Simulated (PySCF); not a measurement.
# Bonding in `O=S(=O)(c1ncno1)C(F)(F)F`

Compound: C3HF3N2O3S.
SMILES with atom numbers: `[O:1]=[S:2](=[O:3])([c:4]1[n:5][cH:6][n:7][o:8]1)[C:9]([F:10])([F:11])[F:12]` (hydrogens: H13 on C6)

Cartesian coordinates in Å at the GFN2-xTB level; atoms count from 1:
```xyz
13
C3HF3N2O3S angstrom
O     -1.0383   -1.2519   -1.8199
S     -0.9876   -0.9501   -0.4328
O     -1.4518   -1.8878    0.5280
C      0.6936   -0.4643   -0.0058
N      1.0525    0.7115    0.3973
C      2.3939    0.5624    0.5818
N      2.8098   -0.6352    0.3049
O      1.7091   -1.3182   -0.0813
C     -1.8895    0.6845   -0.1500
F     -3.1700    0.5148   -0.4330
F     -1.7684    1.0612    1.1119
F     -1.3890    1.6214   -0.9382
H      3.0314    1.3522    0.9192
```

Bond orders from the PBE0/pcSseg-1 density (PySCF). Geometry: GFN2-xTB, one conformer, isolated molecule.

**Question.** How far do the computed orders between heavy atoms stray from the drawn ones?

**Answer.** The largest departure is 0.493, at N7–O8 (drawn aromatic, 1.007), counting aromatic bonds as 1.5. Drawn single, order below 0.88: S2–C4 (0.747) and S2–C9 (0.759). The bonds drawn aromatic range from 1.01 to 1.67.

**Question.** Give the Mayer order of every bond, beside its length.

**Answer.** 
| bond | drawn as | length (Å) | Mayer order |
| --- | --- | --- | --- |
| O1–S2 | double | 1.420 | 1.800 |
| S2–O3 | double | 1.421 | 1.800 |
| S2–C4 | single | 1.801 | 0.747 |
| C4–N5 | aromatic | 1.294 | 1.597 |
| N5–C6 | aromatic | 1.362 | 1.281 |
| C6–N7 | aromatic | 1.298 | 1.672 |
| N7–O8 | aromatic | 1.352 | 1.007 |
| S2–C9 | single | 1.888 | 0.759 |
| C9–F10 | single | 1.322 | 1.031 |
| C9–F11 | single | 1.322 | 1.019 |
| C9–F12 | single | 1.323 | 1.018 |
| O8–C4 | aromatic | 1.329 | 1.108 |
| C6–H13 | single | 1.070 | 0.962 |

By pair of heavy elements: O–S: all 2 within 0.02 of one another (1.800 to 1.800). C–S: all 2 within 0.02 of one another (0.747 to 0.759). C–N: lowest N5–C6 (1.281, 1.362 Å), highest C6–N7 (1.672, 1.298 Å); in 1 of the 3 pairs the longer bond (by over 0.003 Å) has the higher order (by 0.02 or more). C–F: all 3 within 0.02 of one another (1.018 to 1.031).

**Question.** Sum the orders of all bonds at each heavy atom with more than one neighbour and set the sums beside the valence in the SMILES.

**Answer.** S2 5.106 (drawn 6), C4 3.452 (drawn 4), N5 2.878 (drawn 3), C6 3.915 (drawn 4), N7 2.679 (drawn 3), O8 2.115 (drawn 2), C9 3.827 (drawn 4). Orders between atoms that aren't bonded are not in these sums.

For a closed shell the Mayer order of atoms A and B is Σ (PS)μν (PS)νμ over the basis functions μ on A and ν on B, with P the density and S the overlap matrix.
